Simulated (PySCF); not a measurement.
(Cl2Al-mu-NH2)2.
Cartesian coordinates in Å at the PBE0-D3(BJ)/def2-SVP level; atoms count from 1:
```xyz
12
Al2Cl4H4N2 angstrom
Al    -1.3254   -0.1891   -0.3468
Cl    -2.7894   -0.2953    1.1645
Cl    -1.8408   -0.3404   -2.3862
N     -0.1586    1.3332   -0.0469
Al     1.3456    0.1754    0.3528
Cl     2.7952    0.2840   -1.1726
Cl     1.8826    0.3255    2.3867
N      0.1764   -1.3473    0.0616
H     -0.4453    1.9337    0.7291
H     -0.0303    1.9395   -0.8595
H      0.4600   -1.9545   -0.7102
H      0.0456   -1.9475    0.8783
```

NICS = −σ at a ghost point: NICS(0) at the centroid of the ring atoms, NICS(1) 1 Å to either side along the normal of their mean plane, zz for the tensor component along that normal. Level: GIAO B3LYP/pcSseg-1 (pcSseg-2 on Al) (PySCF, non-relativistic, gas phase) on the PBE0-D3(BJ)/def2-SVP geometry, one conformer.

Ring bond lengths (Å): Al1–N4 1.941, N4–Al5 1.940, Al5–N8 1.942, N8–Al1 1.940.

Problem. What do the NICS probes read (ppm)?

Solution. 
```json
{"ring": "Al1–N4–Al5–N8", "type": "4-membered ring with 2 Al and 2 N", "NICS(0)": "-4.1", "NICS(1), two faces": "-2.4 / -2.4", "NICS(1)zz, two faces": "0.6 / 0.6", "rms pucker (Å)": "0.00", "centre to ring atoms, mean (Å)": "1.37"}
```

Problem. What can be read from them?

Solution. 
- Al1–N4–Al5–N8: mean NICS(1)zz 0.6 ppm, near zero. Al1, N4, Al5, N8 have four or more neighbours, so the value isn't read as a sign of a π ring current.

Problem. What is the mean of the two in-plane components of NICS at the second NICS(1) probe listed for ring Al1–N4–Al5–N8, 1 Å off the ring?

Solution. The isotropic value is a third of the trace: (3 × -2.4 − (0.6))/2 = -3.9 ppm.

Problem. List the ring angles.

Solution. 
- Al1–N4–Al5–N8: Al1 88.3°, N4 91.7°, Al5 88.3°, N8 91.7°; sum 360.0° against 360° for a flat convex ring.

Problem. What are the shieldings of the ring atoms and their hydrogens in the same run (means over atoms taken as equivalent)?

Solution. 
| atoms | environment | σ isotropic (ppm) | principal values of the symmetric part, first atom (ppm) |
| --- | --- | --- | --- |
| Al1 (×2) | aluminium bonded to 2 Cl and 2 N | 440.4 | 390.3, 432.1, 498.8 |
| N4 (×2) | nitrogen bonded to 2 Al and 2 H | 213.2 | 204.4, 217.5, 217.7 |
| H9 (×4) | hydrogen on nitrogen | 30.03 | 25.2, 26.0, 38.9 |

Problem. How do the values depend on the level or the medium?

Solution. 
| level | NICS(0), Al1–N4–Al5–N8 | mean NICS(1)zz, Al1–N4–Al5–N8 |
| --- | --- | --- |
| B3LYP/pcSseg-1 (pcSseg-2 on Al), gas | -4.1 | 0.6 |
| PBE/pcSseg-1 (pcSseg-2 on Al), gas | -4.2 | 0.5 |
| PBE0/pcSseg-1 (pcSseg-2 on Al), gas | -4.2 | 0.5 |

The geometry is the same throughout.
